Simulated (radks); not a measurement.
Question: Ar2+, configuration [Ne] 3s2 3p4 (the NIST ground configuration). Calculated with a radial shooting solver on a logarithmic mesh with Libxc functionals: non-relativistic Kohn-Sham, AM05, spin-polarised, spherical densities, point nucleus; open shells are filled with parallel spins first. Some entries of the table are withheld. Estimate them.

orbital  occ.  eigenvalue (eV)  r(max) (bohr)  <1/r> (bohr^-1)
1s up       1        -3128.338        0.05665            17.51
1s down     1        -3127.851        0.05664            17.51
2s up       1        -323.8560         0.3412            3.520
2s down     1        -323.3932         0.3413            3.521
2p up       3        -259.6885         0.2814            3.444
2p down     3        -259.0498         0.2816            3.444
3s up       1         -51.1852          1.154            1.042
3s down     1         -48.6410          1.157            1.034
3p up       3              (1)          1.229           0.9310
3p down     1              (2)          1.236           0.9179
3d up       0         -15.4642          1.455              (3)
3d down     0         -13.7080          1.516              (4)

Answer: 
(1) 3p up eigenvalue (eV): -36.3567
(2) 3p down eigenvalue (eV): -33.9694
(3) 3d up <1/r> (bohr^-1): 0.6602
(4) 3d down <1/r> (bohr^-1): 0.6242
